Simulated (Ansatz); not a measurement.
`C=[C](I)[In]([OH])[Cl]` + HCl → `[OH][In]([Cl])[Cl]` + `C=CI` at 500 K and 1 bar (ligand exchange at the In–C bond).

Computed with Ansatz on PBE0-D4/def2-TZVP structures; ΔE is electronic, products minus reactants. CCSD(T)/CBS is the MP2 limit (def2-TZVPP, def2-QZVPP) plus CCSD(T) − MP2 in def2-TZVPP, frozen cores. This one scheme is used for every species. Elements past krypton have def2 core potentials. For I, In outer-core shells are correlated without core-valence functions, which leaves a few kJ/mol of doubt a bond. Each species was taken in one conformer, which may not be the lowest.

```csv
species,CCSD(T)/CBS energy (Eh),H − E (kJ/mol),S (J/(mol·K))
`C=[C](I)[In]([OH])[Cl]`,-1100.16322,175.3,505.3
HCl,-460.38127,32.5,201.9
`[OH][In]([Cl])[Cl]`,-1185.26513,77.2,397.8
`C=CI`,-375.31882,135.3,316.9
```

H − E and S are ideal-gas, rigid-rotor, harmonic terms from PBE0-D4/def2-TZVP, for one conformer and one mirror image of each species. 1 Eh = 2625.50 kJ/mol, R = 8.31446 J/(mol·K).

Q: By hand: ΔE, ΔH, ΔS and ΔG.

A: ΔE = (-1185.26513) + (-375.31882) − (-1100.16322) − (-460.38127) = -0.03946 Eh = -103.6 kJ/mol. Δ(H − E) = 77.2 + 135.3 − 175.3 − 32.5 = 4.7, so ΔH = -98.9 kJ/mol. ΔS = 397.8 + 316.9 − 505.3 − 201.9 = 7.5 J/(mol·K). ΔG = -98.9 − 500 × (7.5)/1000 = -102.7 kJ/mol.

Q: By hand: the equilibrium constant, and the temperature at which ΔG would vanish if ΔH and ΔS stayed fixed.

A: log₁₀ K = −ΔG/(RT ln 10) = 10.7. ΔH and −TΔS have one sign here, so there is no such temperature.

The number of gas molecules stays the same, so ΔS is small and ΔH decides. A doubt of 5 kJ/mol in ΔE shifts log₁₀ K by 0.5 here. Other conformers and mirror images would add mixing entropy, several J/(mol·K) or more a flexible species. Modes under 60 cm⁻¹, often nearly free rotors, make the harmonic entropy too high. These are equilibria of isolated gas molecules and say nothing of rates. Largest T1 diagnostic: 0.014 (customary marks: 0.02 for closed shells, 0.045 for open ones).

ΔS is within the doubt of such terms, so its sign, and with it that verdict, could turn.
